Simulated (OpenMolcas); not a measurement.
## Ta I: thermal populations, worked from levels

```json
{
 "Program": "OpenMolcas 26.06",
 "Basis": "ANO-R3 [9s7p6d4f3g2h]",
 "Scalar Hamiltonian": "X2C, finite nucleus",
 "Active space": "3 electrons in 5 orbitals (5d)",
 "State averaging": "2S+1 = 4 even, 10 roots; 2S+1 = 2 even, 40 roots",
 "Spin-orbit coupling": "state interaction with AMFI integrals over the reference wave functions, term energies averaged over their components"
}
```

Methods: CASSCF; MS-CASPT2, IPEA 0.25 Eh, imaginary shift 0.1 Eh (closed shells correlated: 5s 5p 6s). Measured levels: NIST Handbook of Basic Atomic Spectroscopic Data.

**Thermal populations.** Z = Σ (2J + 1) exp(-E/kT) with k = 0.695035 cm-1/K, over the levels below. No other level of either list lies under 5570 cm-1, which is above 7 kT at each temperature.

| Level | 2J + 1 | MS-CASPT2 | measured |
| --- | --- | --- | --- |
| 5d3 6s2 4F 3/2 | 4 | 0.0 | 0.0 |
| 5d3 6s2 4F 5/2 | 6 | 2340 | 2010 |
| 5d3 6s2 4F 7/2 | 8 | 4500 | 3964 |

```tsv
T (K)	Z, MS-CASPT2	Z, measured levels	Ground level (%), MS-CASPT2	Ground level (%), measured levels
1000	4.219	4.359	94.8	91.8
```

At 1000 K, kT = 695 cm-1, and the computed levels give Z = 4.000 + 0.207 + 0.012 = 4.219.

CASPT2 breaks the degeneracy within a term, and the mean is taken; among the terms shown or strongly mixed into the levels shown the widest spread is 890 cm-1 (5d3 6s2 4F, MS-CASPT2). With the s shell closed, the reference lacks s² → p², s² → d² and s → d mixing, so excited terms can stand far too high and out of order, with CASPT2 too. Without dynamic correlation excited terms often stand tens of per cent too high (terms of higher spin than the ground term too low), and those without a measured partner can miss by more than the paired ones (holds for CASSCF). Computed and measured levels are paired by configuration, term and J; levels that our copy of the source lacks, or whose pairing is in doubt (as where it misses far off the trend of its configuration), stay unpaired and out of the deviations. Only configurations of the active space appear.
